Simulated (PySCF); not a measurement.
## Scalar relativity in Mg+ (magnesium, charge +1)

[Ne] 3s1, 2S determinant; PBE calculated with PySCF 2.14 in dyall-acv3z (20s13p7d4f, 122 functions), once non-relativistic with a point nucleus and once with spin-free X2C-1e and a Gaussian nucleus.

```
shell  ε non-rel. (eV)  rms r non-rel. (bohr, spins averaged)
 1s α          -1266.3                                 0.1520
 1s β          -1266.3                                 0.1520
 2s α          -88.600                                 0.7661
 2s β          -88.444                                 0.7661
 2p α          -55.702                                 0.7794
 2p β          -55.532                                 0.7794
 3s α          -11.898                                  2.975
```

**Question.** How does scalar relativity move these shells?

**Answer.** 1s α: ε -1268.4 eV, radius -0.28 %; 1s β: ε -1268.3 eV, radius -0.28 %; 2s α: ε -88.889 eV, radius -0.24 %; 2s β: ε -88.732 eV, radius -0.24 %; 2p α: ε -55.662 eV, radius -0.03 %; 2p β: ε -55.492 eV, radius -0.03 %; 3s α: ε -11.915 eV, radius -0.15 %.

The total energy goes from -199.6752 to -199.9867 hartree.

Ionisation energy, Mg+ [Ne] 3s1 (2S) → Mg(2+) [Ne] (1S) (eV):

| method | non-relativistic | spin-free X2C | shift |
| --- | --- | --- | --- |
| UHF | 14.724 | 14.745 | 0.022 |
| LDA | 15.352 | 15.376 | 0.024 |
| PBE | 15.337 | 15.360 | 0.024 |
| PBE0 | 15.232 | 15.255 | 0.023 |
| r2SCAN | 15.020 | 15.043 | 0.023 |
| MP2 (valence and next inner shell) | 14.983 | 15.006 | 0.023 |
| SCS-MP2 (valence and next inner shell) | 14.929 | 14.952 | 0.023 |

Relativity contracts and stabilises s shells directly. The contracted s shells screen the nucleus better, so for spin-averaged p shells the direct and indirect effects partly cancel.
